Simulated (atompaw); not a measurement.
## erbium (Er) PAW (atompaw): all-electron and pseudo phase curves

| Quantity | Value |
| --- | --- |
| Element | erbium (Er) |
| Generator | atompaw 4.2.0.5 |
| Type | PAW |
| Functional | PBE |
| Relativity | scalar-relativistic |
| Frozen core | [Xe] |
| Valence charge | 14 |
| Reference configuration | 4f12 5d0 6s1 6p1 |
| Partial waves | 6s (bound): rc 2.80 bohr; 6s channel at 0.5 Ry: rc 2.80 bohr; 6p (bound): rc 3.00 bohr; 6p channel at 0.3 Ry: rc 3.00 bohr; 5d (bound, empty): rc 3.00 bohr; 5d channel at 4.65 Ry: rc 3.00 bohr; 4f (bound): rc 0.80 bohr; 4f channel at 0.35 Ry: rc 0.80 bohr |
| Local potential | ultrasoft scheme with l = 4 at -0.5 Ry, radius 2.20 bohr |
| Core correction | smooth core density matched at 2.30 bohr |
| Augmentation charge | sinc compensation charge, radius 2.50 bohr; PAW radius 3.00 bohr; waves and projectors: custom rrkj vanderbiltortho |

The phase is arctan(r·u′/u) with u = r·R(r), unwrapped; energies in Ry, scanned from -2 to 5 Ry. A pole is an energy at which the radial function vanishes at the test radius. The pseudo phase is shifted by a multiple of π to meet the all-electron one at the reference energy, and phase errors are pseudo minus all-electron; the curves can meet again beyond the range given. Levels narrower than the energy grid can be missing from the lists of poles. n/a: not evaluated, since a narrow level or a reset projector energy made the automatic matching unsafe.

Problem. For each channel, where are the poles, and over which energies does the pseudopotential scatter like the atom?

Solution.

```json
{"channel": "s", "radius (bohr)": "3.00", "reference energy (Ry)": "-0.34", "poles, all-electron": "1.86", "poles, pseudo": "1.85", "unbroken range about the reference energy with phases within 0.05 rad": "below 3.4", "phase error 1 Ry above the reference energy (rad)": "-0.000"}
{"channel": "p", "radius (bohr)": "3.00", "reference energy (Ry)": "-0.13", "poles, all-electron": "-1.96, 3.16", "poles, pseudo": "-1.85, 3.19", "unbroken range about the reference energy with phases within 0.05 rad": "above -1.8", "phase error 1 Ry above the reference energy (rad)": "+0.001"}
{"channel": "d", "radius (bohr)": "3.00", "reference energy (Ry)": "-0.15", "poles, all-electron": "0.54", "poles, pseudo": "0.53", "unbroken range about the reference energy with phases within 0.05 rad": "the whole range", "phase error 1 Ry above the reference energy (rad)": "-0.003"}
{"channel": "f", "radius (bohr)": "3.00", "reference energy (Ry)": "-0.34", "poles, all-electron": "3.26", "poles, pseudo": "3.24", "unbroken range about the reference energy with phases within 0.05 rad": "n/a", "phase error 1 Ry above the reference energy (rad)": "n/a"}
```

Note: ghost states, extra bound levels that the all-electron valence spectrum of the same l lacks: s at -34.6 eV, p at -26.3 eV. A true bound ghost makes a file unfit for plane-wave use.

Phases in the p channel:

```csv
E (Ry),all-electron,pseudo
-2.00,-1.497,-0.155
-1.52,-1.768,-1.759
-1.04,-1.845,-1.844
-0.56,-1.938,-1.938
-0.08,-2.108,-2.108
0.40,-2.575,-2.575
0.88,-3.719,-3.718
1.36,-4.318,-4.317
1.84,-4.520,-4.518
2.32,-4.617,-4.615
2.80,-4.678,-4.675
3.28,-4.723,-4.720
3.76,-4.762,-4.759
4.24,-4.801,-4.798
4.72,-4.846,-4.846
```
